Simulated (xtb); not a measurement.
In(F)(OH)2 (FH₂InO₂), SMILES [OH][In]([OH])[F]. All values are semi-empirical tight-binding results from xtb (GFN2-xTB unless named), good for trends rather than for accurate numbers. Coordinates come from a GFN2-xTB optimisation. One conformer was computed; it need not be the lowest.

Optimised geometry:

```xyz
6

In     0.0000     0.0000    -0.0702
F      0.0000     0.0000     1.8900
O      0.0000     1.7707    -0.8328
H      0.0000     2.4176    -0.1235
O      0.0000    -1.7707    -0.8328
H      0.0000    -2.4176    -0.1235
```
Charge 0, spin multiplicity 1.

For metal compounds this method's bond lengths and energies can be far off.

The point group as xtb finds it comes out as C2v and the orbital gap is 3.31 eV. The zero-point energy is 15.4 kcal/mol. The G − E(el) at 298.15 K (modified RRHO) comes out as -4.1 kcal/mol.

Computed atomic charges and the Wiberg bond orders between heavy atoms:
charges (e) In1 0.46, F2 -0.31, O3 -0.42, H4 0.35, O5 -0.42, H6 0.35. Bond orders In1–F2 0.89, In1–O3 1.04, In1–O5 1.04.
